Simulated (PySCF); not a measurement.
## Ni²⁺ (nickel, charge +2) across methods

[Ar] 3d7 4s1, high-spin 5F determinant (an excited configuration). All numbers are calculated (PySCF 2.14, scalar relativity by spin-free X2C-1e, in x2c-TZVPPall). The B2PLYP total includes its PT2 part (frozen core); its orbital energies are those of the SCF part.

| method | E (hartree) | mean ε 3d α (eV) | mean ε 3d β (eV) | mean ε 4s α (eV) | Σ⟨r²⟩ (bohr²) | ⟨S²⟩ |
| --- | --- | --- | --- | --- | --- | --- |
| PBE | -1519.085 | -36.757 | -33.838 | -24.697 | 19.43 | 6.000 |
| B2PLYP | -1519.065 | -42.944 | -39.559 | -26.302 | 19.34 | 6.001 |
| BP86 | -1519.564 | -36.857 | -34.086 | -24.902 | 19.40 | 6.000 |
| PBE0 | -1519.117 | -39.852 | -36.671 | -25.521 | 19.35 | 6.001 |
| HSE06 | -1519.131 | -39.409 | -36.260 | -25.234 | 19.36 | 6.001 |
| LDA | -1516.520 | -37.076 | -33.870 | -25.022 | 19.43 | 6.000 |
| UHF | -1518.04552 | -48.262 | -44.134 | -27.534 | 19.31 | 6.002 |
| MN15 | -1520.172 | -40.729 | -37.040 | -25.745 | 19.53 | 6.001 |

(1) Estimate the same row for r2SCAN.

Results:

(1) E (hartree) = -1519.321; mean ε 3d α (eV) = -37.368; mean ε 3d β (eV) = -34.302; mean ε 4s α (eV) = -25.008; Σ⟨r²⟩ (bohr²) = 19.34; ⟨S²⟩ = 6.001.
